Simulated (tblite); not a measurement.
Compound: C7H8OSi.
SMILES with atom numbers: `[CH:1]#[C:2][C:3]1=[CH:4][CH2:5][C:6](=[CH2:7])[O:8][SiH2:9]1` (hydrogens: H10 on C1; H11 on C4; H12, H13 on C5; H14, H15 on C7; H16, H17 on Si9)

Computed with GFN2-xTB (tblite), gas phase: L-BFGS steps from a force-field or distance-geometry start until the largest atomic force falls under 0.01 eV/Å.

Step 3: E = -674.6756 eV
```
atom  x, y, z in Å  |  force x, y, z in eV/Å
C1      3.7158    0.7510    0.3881   -0.194  -0.066   0.007
C2      2.5614    0.4420    0.2364    0.117  -0.026   0.084
C3      1.2209    0.0316    0.0822   -0.342   0.010  -0.111
C4      0.3026    0.8163   -0.5060    0.260  -0.144   0.127
C5     -1.1213    0.3721   -0.7039    0.106   0.074   0.358
C6     -1.6944   -0.1936    0.5939    0.569   0.136  -0.656
C7     -2.6888    0.4104    1.2251   -0.073  -0.075   0.128
O8     -1.0484   -1.3173    1.0319    0.143   0.257   0.038
Si9     0.5425   -1.6248    0.7047    0.183   0.006  -0.089
H10     4.7218    1.0256    0.5323   -0.148  -0.023  -0.052
H11     0.6041    1.7819   -0.8730   -0.166   0.291  -0.116
H12    -1.1075   -0.4180   -1.4539   -0.155  -0.213  -0.068
H13    -1.7488    1.1810   -1.0782    0.077   0.025   0.099
H14    -3.1177    0.0365    2.1417    0.119   0.023  -0.093
H15    -3.1058    1.3228    0.8183    0.021  -0.307   0.102
H16     1.2817   -2.0121    1.9028   -0.328  -0.037   0.047
H17     0.6749   -2.5933   -0.4028   -0.190   0.069   0.195
```

Step 4: E = -674.6950 eV
```
atom  x, y, z in Å  |  force x, y, z in eV/Å
C1      3.7132    0.7501    0.3884    0.166   0.030   0.053
C2      2.5627    0.4414    0.2378   -0.427  -0.182   0.007
C3      1.2158    0.0305    0.0810    0.153  -0.043   0.038
C4      0.3062    0.8151   -0.5045    0.047   0.187  -0.079
C5     -1.1187    0.3730   -0.6975    0.124   0.044  -0.165
C6     -1.6856   -0.1904    0.5827   -0.024   0.195   0.071
C7     -2.6884    0.4075    1.2267    0.365  -0.210  -0.277
O8     -1.0440   -1.3126    1.0320    0.144   0.239   0.004
Si9     0.5442   -1.6246    0.7037    0.136   0.003  -0.050
H10     4.7189    1.0251    0.5313   -0.127  -0.018  -0.046
H11     0.6009    1.7873   -0.8752   -0.173   0.125  -0.046
H12    -1.1105   -0.4218   -1.4550   -0.121  -0.039   0.068
H13    -1.7475    1.1815   -1.0763    0.113  -0.001   0.125
H14    -3.1157    0.0372    2.1400    0.098  -0.064   0.010
H15    -3.1057    1.3176    0.8201   -0.010  -0.245   0.077
H16     1.2757   -2.0128    1.9036   -0.295  -0.042   0.074
H17     0.6715   -2.5920   -0.3993   -0.171   0.021   0.136
```

Step 5: E = -674.7144 eV
```
atom  x, y, z in Å  |  force x, y, z in eV/Å
C1      3.7090    0.7484    0.3890    0.279   0.060   0.065
C2      2.5598    0.4386    0.2397   -0.470  -0.200  -0.001
C3      1.2146    0.0281    0.0809    0.201   0.055   0.000
C4      0.3107    0.8188   -0.5045   -0.029   0.166  -0.132
C5     -1.1131    0.3744   -0.6975    0.103   0.038  -0.335
C6     -1.6784   -0.1857    0.5755    0.078   0.013   0.199
C7     -2.6799    0.4002    1.2224    0.084  -0.042  -0.087
O8     -1.0329   -1.3019    1.0299   -0.035   0.162   0.072
Si9     0.5437   -1.6248    0.7042    0.238   0.034  -0.080
H10     4.7142    1.0244    0.5296   -0.108  -0.014  -0.039
H11     0.5942    1.7953   -0.8785   -0.123   0.035   0.010
H12    -1.1163   -0.4254   -1.4534   -0.064   0.034   0.087
H13    -1.7436    1.1815   -1.0714    0.090   0.048   0.075
H14    -3.1120    0.0369    2.1383    0.166  -0.107  -0.038
H15    -3.1060    1.3080    0.8238   -0.019  -0.181   0.016
H16     1.2642   -2.0141    1.9054   -0.243  -0.058   0.130
H17     0.6649   -2.5907   -0.3937   -0.148  -0.044   0.060
```

Step 6: E = -674.7323 eV
```
atom  x, y, z in Å  |  force x, y, z in eV/Å
C1      3.7041    0.7462    0.3903    0.037  -0.006   0.028
C2      2.5535    0.4331    0.2428   -0.027  -0.060   0.045
C3      1.2153    0.0265    0.0802   -0.001   0.212  -0.139
C4      0.3152    0.8257   -0.5071    0.003  -0.020  -0.110
C5     -1.1042    0.3768   -0.7030    0.012   0.022  -0.288
C6     -1.6659   -0.1805    0.5690    0.002   0.004   0.303
C7     -2.6711    0.3916    1.2182   -0.005   0.044  -0.037
O8     -1.0213   -1.2865    1.0297   -0.001  -0.041   0.142
Si9     0.5489   -1.6241    0.7026    0.152   0.097  -0.050
H10     4.7072    1.0235    0.5268   -0.033   0.003  -0.022
H11     0.5839    1.8058   -0.8822   -0.032   0.001   0.051
H12    -1.1242   -0.4294   -1.4504    0.008   0.061   0.028
H13    -1.7376    1.1830   -1.0646    0.038   0.118  -0.016
H14    -3.1036    0.0344    2.1347    0.192  -0.188   0.001
H15    -3.1069    1.2932    0.8280   -0.068  -0.033  -0.081
H16     1.2456   -2.0170    1.9105   -0.165  -0.076   0.196
H17     0.6541   -2.5902   -0.3860   -0.113  -0.137  -0.053
```

**Question.** Estimate the geometry and energy of step 7. (The exact step hangs on the optimiser's Hessian estimate; all steps are aligned on step 6, rigid shifts and turns removed.)

**Answer.** E = -674.7420 eV, largest force 0.281 eV/Å
```
atom  x, y, z in Å  |  force x, y, z in eV/Å
C1      3.7013    0.7446    0.3914   -0.068  -0.032   0.011
C2      2.5507    0.4293    0.2456    0.137   0.025   0.047
C3      1.2145    0.0293    0.0770    0.054   0.101  -0.087
C4      0.3181    0.8285   -0.5101   -0.121   0.052  -0.203
C5     -1.0991    0.3786   -0.7094   -0.063  -0.001  -0.072
C6     -1.6587   -0.1765    0.5694    0.129  -0.055   0.131
C7     -2.6659    0.3872    1.2151   -0.152   0.119   0.092
O8     -1.0145   -1.2790    1.0323    0.047  -0.096   0.148
Si9     0.5546   -1.6219    0.7008    0.057   0.096  -0.013
H10     4.7027    1.0231    0.5248    0.037   0.014  -0.005
H11     0.5777    1.8120   -0.8836    0.015  -0.017   0.067
H12    -1.1286   -0.4311   -1.4488    0.033   0.040  -0.038
H13    -1.7336    1.1860   -1.0612    0.012   0.140  -0.070
H14    -3.0956    0.0298    2.1329    0.195  -0.202   0.008
H15    -3.1087    1.2844    0.8289   -0.094   0.039  -0.122
H16     1.2321   -2.0199    1.9168   -0.130  -0.069   0.190
H17     0.6460   -2.5923   -0.3824   -0.089  -0.155  -0.084
```

The energy changes by -0.0096 eV. The first-order estimate −F·Δx gives -0.0130 eV and the mean of the old and new forces, exact on a quadratic surface, -0.0096 eV. The step makes an angle of 57° with the force vector and moves no atom by more than 0.015 Å.

What follows is the cost of the whole relaxation. Time: 1.0 s. Hardware: Arm Neoverse N1, one thread, shared host.
